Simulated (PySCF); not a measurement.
CH3F3O3Sn, SMILES F[C](F)([Sn]([OH])([OH])[OH])F. The structure is a stationary point at PBE0-D3(BJ)/def2-SVP. The def2 effective core potentials stand for the cores of Sn; spin–orbit coupling is left out. One conformer was computed; it need not be the lowest.

Computed equilibrium geometry at PBE0-D3(BJ)/def2-SVP (PySCF confirms it by a frequency run) as Cartesian coordinates in Å, and its point group (one conformer of several):
point group C3.
```xyz
11

O     -1.7002     0.7080     1.2908
Sn     0.0000     0.0000     0.5899
O      1.4632     1.1184     1.2908
O      0.2369    -1.8264     1.2908
C      0.0000     0.0000    -1.6083
F     -0.2214     1.2252    -2.0831
F      1.1718    -0.4208    -2.0831
F     -0.9503    -0.8044    -2.0831
H     -2.1650     0.0363     1.8060
H      1.1139     1.8568     1.8060
H      1.0510    -1.8931     1.8060
```
Charge 0, spin multiplicity 1.
